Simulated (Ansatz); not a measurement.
`NC(O)[SiH2]F`, 11 atoms. Total charge 0; spin multiplicity 1. All runs use 4 threads of an Intel Xeon on a shared host. Correlated methods freeze the cores.

Give the basis size and wall time and peak host memory of each of these runs in Ansatz. RHF-CCSD(T)/def2-TZVPP energy; RHF-CCSD(T)/def2-SVP energy; RKS ωB97M-V/def2-SVP energy; RKS PBE0-D4/def2-SVP energy; RKS PBE0-D4/def2-TZVP relaxation (7 steps); RKS r2SCANh-D4/def2-TZVPP energy; RKS ωB97M-V/def2-QZVPP energy; RKS BHLYP-D4/def2-TZVPP energy; RHF-MP2/def2-QZVPP energy; RKS PBE0-D4/def2-TZVP frequencies; RKS PBE0-D4/def2-QZVPP energy; direct RPA on PBE orbitals/def2-TZVPP energy. (Estimate.)

The calculation gave: Other jobs shared the machine, so times are rough.

```
                                level                   job  functions  wall time  peak host memory (GiB)
                 RKS PBE0-D4/def2-SVP                energy        104      0.8 s                    0.44
              RKS BHLYP-D4/def2-TZVPP                energy        250      2.1 s                    0.62
                 RKS ωB97M-V/def2-SVP                energy        104      2.6 s                    0.44
            RKS r2SCANh-D4/def2-TZVPP                energy        250      3.2 s                    0.63
                 RHF-CCSD(T)/def2-SVP                energy        104      3.4 s                    0.51
direct RPA on PBE orbitals/def2-TZVPP                energy        250      3.8 s                    0.65
               RKS PBE0-D4/def2-QZVPP                energy        478      5.5 s                     1.7
               RKS ωB97M-V/def2-QZVPP                energy        478       12 s                       2
                   RHF-MP2/def2-QZVPP                energy        478       15 s                       3
                RKS PBE0-D4/def2-TZVP  relaxation (7 steps)        197       19 s                    0.49
               RHF-CCSD(T)/def2-TZVPP                energy        250       79 s                     5.6
                RKS PBE0-D4/def2-TZVP           frequencies        197      110 s                    0.51
```
